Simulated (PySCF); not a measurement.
Al(F)2(SiH3) (AlF2H3Si), SMILES [F][Al]([F])[SiH3].

Coordinates come from a B3LYP-D3(BJ)/def2-SVP optimisation.

These are C-PCM-ωB97X/def2-SVP run with PySCF 2.14.0 values and carry that method's errors.

The values are the electrostatic part of the solvation free energy, E(continuum) − E(gas) at the gas-phase geometry, in a cavity of scaled van der Waals radii (PySCF's table); cavitation and dispersion terms are not included. A continuum can't describe solvent molecules that bind to the metal. In vacuum the orbital gap is 11.68 eV. The dipole moment in vacuum is 1.72 D.

Computed values in water (ε = 78.36), tetrahydrofuran (ε = 7.43), 2-propanol (ε = 19.26):
| solvent | ε | ΔG(elec) (kcal/mol) | dipole (D) | gap (eV) |
|---|---|---|---|---|
| water | 78.36 | -7.8 | 1.73 | 11.92 |
| tetrahydrofuran | 7.43 | -6.8 | 1.73 | 11.88 |
| 2-propanol | 19.26 | -7.4 | 1.73 | 11.91 |
